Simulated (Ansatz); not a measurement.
Question: Predict a relaxed structure of Ga(PF3)H3 (GaPH₃F₃), charge 0, singlet, at PBE0-D4/def2-SVP (Ansatz).

Answer: 
```xyz
8

F    -0.097   -0.893    2.060
F     1.828   -1.135    0.639
F    -0.234   -2.233    0.068
Ga   -0.423    1.203   -0.781
P     0.287   -0.818    0.532
H     0.256    0.712   -2.113
H     0.342    2.215    0.150
H    -1.959    0.950   -0.555
```
Point group C3v (tolerance 0.1 Å). This is one stationary point.

Another isomer (singlet) lies 1.34 eV lower at PBE0-D4/def2-TZVP; other spin states weren't run for this one.
